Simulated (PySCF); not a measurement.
# Reading the logs of faulty runs: BH6OSi2 cation

All numbers below are calculated, not measured. The program is PySCF 2.14.0, an open-source quantum chemistry code, run on an isolated molecule that a program drew, which may never have been made. The molecule is BH6OSi2 cation (charge +1, singlet), drawn as the SMILES string `O[B+][SiH2][SiH3]`.

Each row is a Hartree-Fock (HF) and frozen-core CCSD(T) single point in the cc-pV(D+d)Z basis, meant for a local HF minimum. Run 1 is clean. Each other run has one planted mistake out of seven kinds, and not every kind appears here: one electron removed, one electron added, multiplicity raised by two, geometry at a saddle point, minimal basis STO-3G, one bond length entered in bohr, all coordinates scaled. The reference is restricted for singlets and unrestricted otherwise, and also for a bond in bohr. Adding or removing an electron swaps singlet and doublet. Electrons count all cores. HOMO and LUMO are orbital energies over both spins, the gradient is its largest component, and the lowest frequency (negative if imaginary) is given only where the gradient is small. Bond lengths are over the 9 bonds as drawn. T1 is the CCSD diagnostic: over 0.02 (restricted) or 0.045 (unrestricted) a single reference is doubtful.

Geometry of the clean run:
```xyz
10
BH6OSi2 cation, angstrom
O    -1.6675   -0.8285    0.5779
B    -0.8458   -0.0098    0.1397
Si    0.4359    1.3811   -0.7023
Si   -0.5692    2.2122   -2.7053
H    -1.7932   -1.4312    1.3061
H     1.6468    0.5544   -0.8614
H     0.5621    2.3297    0.4199
H    -1.8505    2.8257   -2.3129
H     0.3867    3.1903   -3.2499
H    -0.7651    1.0522   -3.5931
```

```
run  electrons  basis functions  <S^2>  HOMO (eV)  LUMO (eV)  gradient (hartree/bohr)  lowest frequency (cm^-1)  mean bond (Å)  longest bond (Å)      T1  HF (hartree)  CCSD(T) (hartree)                     mistake
  1         46              104  0.000     -15.62      -3.36                  3.3e-05                        82         1.5582             2.390  0.0165    -680.69120         -681.20640                    no fault
  2         46              104  2.015     -10.77      -7.83                  8.6e-02                         -         1.5582             2.390  0.0204    -680.51554         -681.01938  multiplicity raised by two
  3         47              104  0.766      -5.36       3.29                  9.6e-02                         -         1.5582             2.390  0.0167    -680.85006         -681.37587          one electron added
  4         46              104  0.000     -15.15      -3.52                  5.3e-02                         -         1.6797             2.577  0.0185    -680.64438         -681.16964      all coordinates scaled
  5         45              104  0.758     -22.90     -13.35                  8.1e-02                         -         1.5582             2.390  0.0194    -680.16009         -680.65367                           ?
  6         46              104  0.335     -15.35      -7.94                  5.0e-02                         -         1.6524             2.390  0.0564    -680.52310         -681.05724                           ?
```

**Which mistake was planted in run 5, and what did it cost?**

It counts 45 electrons, one fewer than the clean run, at the same geometry and basis. So the mistake is: one electron removed. Subtracting run 1 and multiplying by 627.51 kcal/mol a hartree, the energy moved by 333.3 kcal/mol in HF and 346.8 kcal/mol in CCSD(T).

**Which mistake was planted in run 6, and what did it cost?**

The mean bond changes by a factor of 1.060 and the longest by 1.000, so the molecule wasn't scaled as a whole. A length L in bohr read as angstrom grows by (1/0.5292 - 1) L = 0.890 L. The 9 bonds together grew by 9 x 0.0942 = 0.848 Å, which gives L = 0.953 Å. That is bond O1-H5, 0.954 Å in the clean geometry. So the mistake is: one bond length entered in bohr. Subtracting run 1 and multiplying by 627.51 kcal/mol a hartree, the energy moved by 105.5 kcal/mol in HF and 93.6 kcal/mol in CCSD(T).

Cautions from the logs. Run 6: T1 is over the limit, so its CCSD(T) energy is less reliable.
